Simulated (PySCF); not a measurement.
## C₆ coefficients of unlike pairs at PBE0

Calculated with PySCF 2.14 from the dipole response of each species, C₆(A,B) = (3/π) ∫ α_A(iu) α_B(iu) du, in atomic units, from isotropic polarisabilities. For ions this is the dispersion term alone; charge-induced terms of lower order in 1/R come first.

```csv
species,configuration,basis,relativity,α (bohr³),C₆ (like pair)
Si²⁺,[Ne] 3s2 (1S),aug-cc-pCVQZ-DK (10s9p7d5f3g),spin-free X2C,11.84,41.03
Ne³⁺,[He] 2s2 2p3 (4S),def2-QZVPPD (8s5p4d2f1g),none,0.6906,0.6058
Ne,[Ne] (1S),aug-cc-pVTZ-DK (5s4p3d2f),spin-free X2C,2.487,6.033
Mn²⁺,[Ar] 3d5 (6S),aug-cc-pwCVTZ-DK (10s9p7d4f3g),spin-free X2C,3.868,11.44
```

Problem. Estimate C₆ for Ne with Ne³⁺.

Solution. The integral gives 1.884. The combination rule 2 C_A C_B / (C_A α_B/α_A + C_B α_A/α_B) gives 1.895 and the geometric mean 1.912.

No spin-orbit coupling is included.

The other pairs:

```csv
pair,C₆
"Mn²⁺, Si²⁺",19.08
"Ne, Si²⁺",13.34
"Mn²⁺, Ne",8.285
"Mn²⁺, Ne³⁺",2.582
"Ne³⁺, Si²⁺",3.900
```
